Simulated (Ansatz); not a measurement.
One change: `O[SiH2][SiH](O)S` becomes `O[SiH2][SiH](O)Cl`.

Ansatz, PBE0-D4/def2-TZVP geometries, multiplicity 1. Each molecule was computed in one conformer, which needn't be the lowest.

```
                                      property  `O[SiH2][SiH](O)S`
           HOMO energy (B3LYP/def2-TZVPP) / eV               -7.20
         HOMO–LUMO gap (B3LYP/def2-TZVPP) / eV                6.26
            LUMO energy (PBE0/def2-TZVPP) / eV               -0.73
         HOMO energy (ωB97M-V/def2-TZVPP) / eV               -9.51
size of the dipole moment (PBE/def2-TZVPP) / D                1.74
             HOMO energy (PBE/def2-TZVPP) / eV               -6.22
```

What does the change do to each property? (Best estimate.)

Computed: 
```tsv
property	`O[SiH2][SiH](O)Cl`	shift
HOMO energy (B3LYP/def2-TZVPP) / eV	-7.71	-0.51
HOMO–LUMO gap (B3LYP/def2-TZVPP) / eV	6.65	0.39
LUMO energy (PBE0/def2-TZVPP) / eV	-0.86	-0.13
HOMO energy (ωB97M-V/def2-TZVPP) / eV	-9.97	-0.46
size of the dipole moment (PBE/def2-TZVPP) / D	2.21	0.47
HOMO energy (PBE/def2-TZVPP) / eV	-6.65	-0.43
```

With PBE0 the HOMO falls by 0.48 eV and the LUMO falls by 0.13 eV, so the gap widens by about 0.35 eV. PBE moves the HOMO by -0.43 eV and ωB97M-V by -0.46 eV. Dipoles are sizes alone; their direction can turn.

B3LYP here is the variant with VWN-RPA as its local correlation; programs differ in this.
